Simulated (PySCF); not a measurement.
## Does the structure fit the spectrum?

A compound C₃H₄ClF₃Si gives the data below (simulated from a calculation) and was assigned the structure `FC(F)=C(F)C[SiH2]Cl`.

13C{1H} NMR (computed): δ 119.6 (CH), 89.4 (C), 41.2 (CH).

1H NMR (400 MHz, computed): δ 6.69 (m, 1H), 3.76 (m, 1H), 3.56 (m, 1H), 3.40 (m, 1H).

[PySCF: σ from GIAO-PBE0/pcSseg-1; geometry: GFN2-xTB; non-relativistic Hamiltonian; single conformer; no solvent]

Scale: 1H (σref 31.72), 13C (σref 186.93) vs TMS (reference shieldings calculated alike).

(1) Compare with the shifts computed for the proposed structure, pairing carbons in order of shift.

(2) Which isomer fits?

Answers

(1) Atom-mapped SMILES (the numbers label the heavy atoms): `[F:1][C:2]([F:3])=[C:4]([F:5])[CH2:6][SiH2:7][Cl:8]`. Hydrogens are named by the atom that carries them.

| atom | computed for proposal | given list | difference |
| --- | --- | --- | --- |
| C2 | 166.6 | 119.6 | +47.0 |
| C4 | 135.3 | 89.4 | +45.9 |
| C6 | 20.7 | 41.2 | -20.5 |

The rms difference is 39.7 ppm and the largest +47.0 ppm at C2 (fully substituted alkene carbon). The carbon types in order of shift don't match either: C, C, CH2 for the proposal against CH, C, CH in the data. The proposal doesn't fit.

(2) SMILES F[C@]1(C(F)F)[SiH2][C@H]1Cl.

- Carbon types of the structure: 1 × C, 2 × CH, leaving 2 H on heteroatoms.
- δC 119.6: sp3 CH bonded to 2 F; 2 electronegative neighbours deshield it.
- δC 89.4, 41.2: three-membered-ring carbon; deshielded by the electronegative neighbour.
- δH 6.69: hydrogen on an sp3 CH bonded to 2 F; its carbon carries F, which withdraws density.
- δH 3.76: hydrogen on a three-membered-ring carbon; its carbon carries Cl, an electronegative neighbour.

The shifts were computed for this structure.

Carbons that carry Cl, above all several Cl atoms, come out too deshielded, partly because spin–orbit coupling is missing. Splittings by 19F in the carbon and heteronuclear signals aren't shown, as no couplings were computed. Shifts are as computed. Against solution values, carbons near 30 ppm lie about +3 ppm off and those near 130 ppm about +5 ppm; carbons on Cl a further +6 ppm. Of 1309 compounds with measured shifts, 239 miss one by over three times the rms of a fit or turn the order of signals round; such compounds aren't used in these exercises. Multiplicities follow the n + 1 count of equivalent neighbours, as no J values were calculated; m marks all less simple cases, F and P coupling included.
